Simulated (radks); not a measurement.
The numbers below are computed, except where a source is named.
Neutral krypton, configuration [Kr]. Code: a radial shooting solver on a logarithmic mesh with Libxc functionals. Model: Dirac Kohn-Sham, BLYP, spin-unpolarised, spherical densities, finite nucleus; Fermi nuclear charge, rms radius 4.1884 fm.

Normalised radial functions P(r) = r R(r) (large component), r in bohr:

```
   r/bohr * 3d3/2, o 4s1/2, + 4p3/2 (the largest magnitude, 1.34, reaches the edge; | marks zero, & curves that meet)
 0.003118                             &o
 0.004092                             &o
 0.005329                             & o
 0.006994                             & o
  0.00918                             &  o
  0.01195                             &  o
  0.01569                             *+ o
   0.0206                             *+ o
  0.02703                             *+ o
   0.0352                             * &
   0.0462                             |& +
  0.06065                            o| * +
  0.07897                          o  |  *+
   0.1037                        o    |   + *
   0.1361                       o     |  +      *
   0.1772                          o  |+             *
   0.2325                           + |o                  *
   0.3052                       +     |      o                 *
   0.3975                      +      |        o                 *
   0.5217                        +    |     o                  *
   0.6848                           o +                   *
   0.8917                  o          |      +      *
     1.17            o                |       *    +
    1.536            o                |  *            +
        2                o            |*            +
    2.626                      o      *         +
    3.446                          o  *     +
    4.488                            o*  +
     5.89                             &+
```

3d3/2: eigenvalue -82.037 eV, 0 radial nodes, <r> = 0.554 bohr, 90 % of the charge inside 0.908 bohr. 4s1/2: eigenvalue -22.927 eV, 3 radial nodes at r = 0.0531, 0.216, 0.644 bohr, <r> = 1.57 bohr, 90 % of the charge inside 2.34 bohr. 4p3/2: eigenvalue -8.884 eV, 2 radial nodes at r = 0.195, 0.675 bohr, <r> = 1.97 bohr, 90 % of the charge inside 3.06 bohr.
